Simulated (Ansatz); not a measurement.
One geometry of `N[Si@@H](Cl)[Si@@H](N)Cl`, several functionals.

```yaml
crystal:
  periodic: [false, false, false]
  atoms:
    - {symbol: N, position_ang: [-1.836603, -0.552382, -1.299944]}
    - {symbol: Si, position_ang: [-1.097089, -0.445464, 0.225068]}
    - {symbol: Cl, position_ang: [-0.357857, -2.246550, 0.988974]}
    - {symbol: Si, position_ang: [0.797256, 0.904082, 0.021254]}
    - {symbol: N, position_ang: [1.874063, 0.495440, 1.269173]}
    - {symbol: Cl, position_ang: [1.486139, 0.521957, -1.916165]}
    - {symbol: H, position_ang: [-1.265841, -0.620705, -2.128279]}
    - {symbol: H, position_ang: [-2.740822, -0.977506, -1.425760]}
    - {symbol: H, position_ang: [-2.114897, -0.013531, 1.211025]}
    - {symbol: H, position_ang: [0.574021, 2.368168, 0.054885]}
    - {symbol: H, position_ang: [1.979126, -0.469471, 1.541989]}
    - {symbol: H, position_ang: [2.702504, 1.035952, 1.457769]}
basis:
  gaussian: {orbitals: def2-TZVPP}
hamiltonian: {xc: r2scan, dispersion: d4}
output: {forces: true, orbitals: {seedname: orbitals}}
```

```sh
$ ansatz run in.yaml --threads 2 --pin off --events-out ev --progress --plain --max-ram 32768MiB --backend cuda --devices 0, --max-vram 18GiB
```

It prints (some lines left out):

```
Functional definition: r2SCAN
1828 factors; their error is unknown
mean field evaluation 1: about -43866.3054 eV, gradient 9.0e1 eV
mean field evaluation 2: about -43821.0420 eV, gradient 1.5e2 eV
mean field evaluation 4: about -43881.1691 eV, gradient 8.4e0 eV
mean field evaluation 8: about -43881.3189 eV, gradient 2.5e-1 eV
mean field evaluation 16: about -43881.2671 eV, gradient 5.3e-4 eV
mean field -43881.26705548 eV, -1612.6068204976 hartree, gradient 1.5e-5 eV, S^2 0.000000; 0 other end points of the search recorded, 0 dependent functions left out
reference -43881.26706843 eV, -1612.6068209737 hartree; 41, 41 occupied and 273, 273 virtual orbitals, 1828 factors
Total energy: -43881.36616165 eV, -1612.6104625822 hartree
Atom 0 at    -1.836603    -0.552382    -1.299944 Å, force    -0.011423     0.038676    -0.004849 eV/Å
Atom 1 at    -1.097089    -0.445464     0.225068 Å, force    -0.011623     0.078200     0.043406 eV/Å
Atom 2 at    -0.357857    -2.246550     0.988974 Å, force     0.039627    -0.086507     0.039534 eV/Å
Atom 3 at     0.797256     0.904082     0.021254 Å, force    -0.072669     0.048091     0.024180 eV/Å
Atom 4 at     1.874063     0.495440     1.269173 Å, force    -0.024564     0.010557     0.031143 eV/Å
Atom 5 at     1.486139     0.521957    -1.916165 Å, force     0.030349    -0.018581    -0.095388 eV/Å
Atom 6 at    -1.265841    -0.620705    -2.128279 Å, force    -0.013385    -0.017054    -0.022026 eV/Å
Atom 7 at    -2.740822    -0.977506    -1.425760 Å, force    -0.013606    -0.016041    -0.031336 eV/Å
Atom 8 at    -2.114897    -0.013531     1.211025 Å, force     0.002389    -0.004805    -0.019562 eV/Å
Atom 9 at     0.574021     2.368168     0.054885 Å, force     0.010562    -0.014286     0.007774 eV/Å
Atom 10 at     1.979126    -0.469471     1.541989 Å, force     0.030264    -0.007311     0.010609 eV/Å
Atom 11 at     2.702504     1.035952     1.457769 Å, force     0.034080    -0.010941     0.016516 eV/Å
Dipole moment:    -0.054243     0.083320     0.044862 e Å
```

It took 6 s on 2 threads of an AMD EPYC 7R13 on a shared host and a share of an NVIDIA H100 80 GB, with 0.87 GiB of host memory at the peak.

With the line `hamiltonian: {xc: {name: B2PLYP}}` and no forces (abridged; 7 s):

```
Functional definition: B2PLYP
mean field evaluation 16: about -43860.6178 eV, gradient 9.9e-5 eV
mean field -43860.61783824 eV, -1611.8479757608 hartree, gradient 4.5e-6 eV, S^2 0.000000
22 core orbitals not correlated: weight in the atoms' cores, before any rotation towards them, 1.000 or more for the frozen orbitals, at most 0.000 for the correlated occupied ones
second order -34.53433408 eV of doubles, -0.00000000 eV of singles
Total energy: -43869.94230640 eV, -1612.1906436452 hartree
```

Changing it to `hamiltonian: {xc: {name: wB97X-V}}` and no forces (abridged; 8.5 s):

```
Functional definition: wB97X-V
mean field evaluation 16: about -43878.8498 eV, gradient 5.5e-5 eV
mean field -43878.84982228 eV, -1612.5179888162 hartree, gradient 5.5e-5 eV, S^2 0.000000
Total energy: -43878.84982004 eV, -1612.5179887339 hartree
```
